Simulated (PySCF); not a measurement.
H2O2Zn, SMILES [OH][Zn][OH].

Coordinates come from a TPSSh-D3(BJ)/def2-TZVP optimisation. The geometry has at least one imaginary mode, so it is a saddle point at that level. The isomer is the one that the SMILES or the coordinates give; other isomers of the formula were not compared. Other conformers were not sampled.

Two levels are set side by side: PBE/def2-TZVPD (PySCF) and HF/def2-TZVPD (PySCF). Same geometry, gas phase. Differences are taken from unrounded values.

| quantity | HF | PBE | PBE minus HF |
|---|---|---|---|
| orbital gap (eV) | 13.17 | 4.43 | -8.74 |
| highest occupied level (eV) | -12.43 | -6.58 | 5.85 |
| lowest empty level (eV) | 0.74 | -2.15 | -2.88 |
| dipole moment (D) | 3.01 | 2.46 | -0.55 |
| mean polarisability (bohr³) | 26.4 | 35.9 | 9.5 |

Without exact exchange PBE keeps part of each electron's self-repulsion, which lifts occupied levels and narrows the gap. Loosely held outer electrons make PBE densities more polarisable. Differences between two approximate levels are no errors against the true value.

Rough cost on one machine, each run with all the roots and properties that it gave: HF against PBE about 1/3.
